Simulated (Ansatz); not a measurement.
The cluster Ag₂I⁺. Charge 1, multiplicity 1. Geometry relaxed at PBE-D4/def2-TZVP.

```tsv
atom	x (Å)	y (Å)	z (Å)
Ag1	0.211	-0.789	1.869
Ag2	0.894	1.006	-1.534
I3	-1.105	-0.217	-0.335
```

In the def2 sets Ag, I take a core potential; there is no spin–orbit coupling. The relaxation made no stability test and no search for a lower SCF solution. The structure comes from a short search, and lower isomers may exist.

**Question.** Estimate the harmonic wavenumbers at RKS PBE-D4/def2-TZVP (Ansatz, unscaled). Is this a minimum?

**Answer.** 28, 169, 170 cm⁻¹. Yes, no mode is imaginary beyond noise. Zero-point energy 2.2 kJ/mol. Hardware: 4 threads of Intel Xeon Platinum 8488C on a shared host. Wall time 8 s.
